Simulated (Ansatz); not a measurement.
Gas-phase reaction in SMILES: CC(C)CCO -> [CH2]C(C)CCO + H atom (the C-H bond at the site shown breaks; other sites are not compared here)
Structures are relaxed separately at B3LYP-D3(BJ)/def2-TZVP in Ansatz (a program for electronic structure), one conformer each, not searched for the lowest.

Wanted: bond dissociation energy (electronic energy difference), in kcal/mol. Cores are frozen in the correlated levels unless marked. UHF or UKS for open shells. Spin-orbit coupling is left out. Non-relativistic. CBS marks a two-point X^-3 extrapolation of the correlation energy; Hartree-Fock from the larger set. The bracket is a focal-point correction in the basis named.

```csv
level,program,bond dissociation energy (kcal/mol)
HF/cc-pVQZ,Ansatz,83.2
```

Task: Estimate the value at RI-MP2/CBS(cc-pVTZ,cc-pVQZ)+[CCSD(T)-MP2]/cc-pVTZ as computed with Ansatz.

Result: 110.1 kcal/mol, so HF/cc-pVQZ differs from it by -26.9 kcal/mol.
